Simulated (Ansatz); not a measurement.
Name a neutral molecule of C, N, O, Si and H with HOMO–LUMO gap (PBE/def2-TZVPP) between 3.15 and 3.45 eV and HOMO–LUMO gap (ωB97M-V/def2-TZVPP) between 9.85 and 10.15 eV (Ansatz, PBE0-D4/def2-TZVP geometry).

`C=N/C([SiH3])=C\O` (3.38 eV, 9.94 eV); `C[SiH]1N=C[SiH2]O1` (3.22 eV, 10.10 eV). Other molecules can fit too; these were computed, each in one conformer that needn't be the lowest.
